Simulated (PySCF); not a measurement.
Delta-SCF ions had no search for a lower state. Excitations are Tamm–Dancoff values on a coarser integration grid. The basis has no diffuse functions, so Rydberg states are missing or too high.

# H₅B₃O, SMILES `BBOB` (charge 0, multiplicity 1)

All values below come from PBE-D3(BJ)/def2-TZVP // r2SCAN-D4/def2-TZVP run with PySCF 2.14.0.

The HOMO is -6.75 eV and the dipole moment is 0.29 D. The HOMO–LUMO gap is 3.67 eV. The LUMO is -3.08 eV and the S1 excitation (TDA) is 3.98 eV. The S1 oscillator strength comes out as 0.010, the brightest of the four lowest singlets (TDA) is 5.52 eV and the T1 excitation (TDA) is 3.21 eV. The S1–T1 gap (TDA) is 0.76 eV and the vertical ionisation energy (Delta-SCF) is 9.95 eV. The total energy comes out as -152.6272 Ha. The cost is about 3 core-minutes (a rough figure).

```xyz
9

B     -1.8625    -0.2116     0.2514
B     -0.4317    -0.4077    -0.5824
O      0.7677     0.0421    -0.1828
B      1.9455     0.5023     0.2405
H     -2.2651    -1.0360     1.0227
H     -2.5945     0.7147     0.0444
H     -0.4582    -1.0022    -1.6369
H      2.2772     1.6061    -0.0856
H      2.6215    -0.2078     0.9287
```
Charge 0, spin multiplicity 1.
